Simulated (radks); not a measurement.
Task: All-electron atom: the caesium ion Cs30+ in [Ar] 3d7. All-electron calculation, Dirac Kohn-Sham, relativistic LDA (MacDonald-Vosko exchange, VWN5 correlation), spin-unpolarised, spherical densities, finite nucleus; open shells fill j = l - 1/2 first; Fermi nuclear charge, rms radius 4.8041 fm. Program: a radial shooting solver on a logarithmic mesh with Libxc functionals. Some entries of the table are withheld. Estimate them.

orbital  occ.  eigenvalue (eV)  <1/r> (bohr^-1)  r(max) (bohr)
1s1/2       2        -36790.22              (1)        0.01685
2s1/2       2        -6788.720            13.93        0.09519
2p1/2       2        -6473.586            13.91        0.07272
2p3/2       4        -6122.150            12.75        0.07765
3s1/2       2        -2241.992            5.208         0.2673
3p1/2       2        -2113.432            5.137         0.2528
3p3/2       4        -2038.856            4.847         0.2628
3d3/2       4              (2)            4.726            (3)
3d5/2       3              (4)            4.652            (5)

Result: 
(1) 1s1/2 <1/r> (bohr^-1): 59.16
(2) 3d3/2 eigenvalue (eV): -1821.233
(3) 3d3/2 r(max) (bohr): 0.2090
(4) 3d5/2 eigenvalue (eV): -1804.566
(5) 3d5/2 r(max) (bohr): 0.2119
